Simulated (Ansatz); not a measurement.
Ge(SH)H3 (GeH₄S). The state is a singlet with charge 0. Geometry relaxed at r2SCAN-D4/def2-TZVP.

Cartesian coordinates in Å:
```
Ge 0.0866 -0.1676 0.5234
S -0.6021 -0.2811 -1.5903
H -0.1685 0.9504 -1.9064
H -0.3192 -1.5082 1.1373
H -0.6050 0.9914 1.2516
H 1.6081 0.0151 0.5845
```

(1) Estimate the harmonic wavenumbers at RKS r2SCAN-D4/def2-TZVP (Ansatz, unscaled). Is this a minimum?

## Answers

(1) 154, 404, 508, 571, 780, 836, 871, 887, 2146, 2151, 2181, 2698 cm⁻¹. Yes, no mode is imaginary beyond noise. Zero-point energy 84.9 kJ/mol. It took 34 s on 4 threads of Intel Xeon Platinum 8259CL on a shared host.
